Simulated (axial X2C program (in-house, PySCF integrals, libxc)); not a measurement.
## Levels of InBr⁻ by electron attachment to InBr (EOM-EA-CCSD)

Calculated with an in-house all-electron X2C program for linear molecules (integrals from PySCF): two-component X2C with atomic mean-field Coulomb and Gaunt terms, Gaussian nuclei, basis In dyall-acv3z, Br dyall-acv3z with contracted cores.

R = 2.685 Å (1.045 times 2.569 Å, the PBE0 minimum at charge 0 for the lowest determinant).

Levels of InBr⁻ obtained by attaching an electron to InBr:

```
  Ω  binding energy (eV)  above lowest (cm⁻¹)                  attached spinor  one-particle weight
1/2                0.447                    0                        85% In pπ                 0.96
3/2                0.338                  881                        85% In pπ                 0.96
1/2               -0.279                 5858             67% In pσ, 27% In sσ                 0.99
1/2               -0.689                 9170  43% In sσ, 35% In pπ, 13% In pσ                 0.99
1/2               -0.715                 9376   64% In pπ, 22% In sσ, 8% In pσ                 0.99
3/2               -0.735                 9536                        98% In pπ                 0.99
1/2               -1.411                14986             70% In pσ, 13% In dσ                 0.97
```

Take the first Ω = 1/2 and Ω = 3/2 rows of π character: how far apart are they, and which lies lower?

E(3/2) − E(1/2) = 881 − 0 = 881 cm⁻¹ at EOM-EA-CCSD: regular, Ω = 1/2 lower. Splittings at this level can be off by ten to twenty per cent.

Negative binding energies belong to unbound states, resonances or levels that the basis set holds; within some tenths of an eV of zero the sign is not settled.

This point took 11 s on 1 thread of Arm Neoverse V2, with other jobs on the host.

Reference electrons by ω block (each with its −ω partner): 1/2: 27, 3/2: 12, 5/2: 3. 10 electrons of InBr correlated (inner shells frozen), 92 natural virtual spinors (a truncated set); levels can be off by some tenths of an eV. Roots sought by Ω: (1/2: 5, 3/2: 4, 5/2: 2, 7/2: 1); the list ends where they run out and leaves out roots under 60 % one-particle weight. The solver can skip a root, and states that need a further excitation, which the method places far too high, are missing though they may lie low or lowest. T1 of the reference 0.012 (Lee–Taylor). Number of frozen shells: In 4 s, 3 p, 2 d; Br 3 s, 2 p, 1 d.
